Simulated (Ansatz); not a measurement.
CH8BNOSi can be A, `BN[SiH2]OC`, or B, `BN[SiH2]CO`.

Isolated molecules relaxed with PBE0-D4/def2-TZVP in Ansatz; ΔE leaves out vibrations. CCSD(T)/CBS is the MP2 limit (def2-TZVPP, def2-QZVPP) plus CCSD(T) − MP2 in def2-TZVPP, frozen cores. DFT in def2-TZVPP. B3LYP here is the variant with VWN-RPA as its local correlation; programs differ in this. Each species was taken in one conformer, which may not be the lowest.

A:

Z-matrix (Å, degrees):
```
Si
N 1 1.730
O 1 1.639 2 108.1
H 1 1.490 2 110.4 3 -117.9
H 1 1.482 2 107.5 3 121.4
B 2 1.400 1 126.2 3 -110.3
H 2 1.011 1 116.8 3 68.3
C 3 1.408 1 123.4 2 -167.8
H 6 1.198 2 119.7 1 179.5
H 6 1.198 2 118.9 1 -0.8
H 8 1.097 3 111.7 1 48.3
H 8 1.095 3 111.3 1 -73.3
H 8 1.091 3 108.3 1 167.6
```

B:

Z-matrix (Å, degrees):
```
Si
N 1 1.749
C 1 1.886 2 112.1
H 1 1.489 2 109.8 3 -119.0
H 1 1.486 2 107.8 3 121.9
B 2 1.398 1 124.8 3 70.9
H 2 1.010 1 117.4 3 -107.7
O 3 1.423 1 111.0 2 -172.6
H 3 1.093 1 110.2 2 69.8
H 3 1.099 1 110.8 2 -47.7
H 6 1.201 2 118.4 1 1.7
H 6 1.197 2 120.4 1 -178.4
H 8 0.961 3 108.4 1 61.7
```

Task: Which isomer does CCSD(T)/CBS put lower? Give the gap. (Estimate.)

Result: Computed: A, by 28.7 kcal/mol.

Task: Give E(B) − E(A) in kcal/mol with MP2/def2-TZVPP, B3LYP-D4, HF/def2-TZVPP, r2SCAN-D4, CCSD/def2-TZVPP, ωB97M-V, PBE0-D4. (Best estimate.)

Result: Computed: MP2/def2-TZVPP 29.7, B3LYP-D4 28.8, HF/def2-TZVPP 33.3, r2SCAN-D4 28.3, CCSD/def2-TZVPP 29.4, ωB97M-V 28.2, PBE0-D4 26.7. None reverses the order clearly.

Largest T1 diagnostic: 0.012.

In def2-TZVPP, CCSD(T) changes the Hartree–Fock value by −4.4 kcal/mol (the triples alone add −0.6 kcal/mol) and MP2 by −3.6 kcal/mol. From PBE to PBE0 (25 % exact exchange), in def2-TZVPP and without D4, E(B) − E(A) moves by +1.5 kcal/mol.
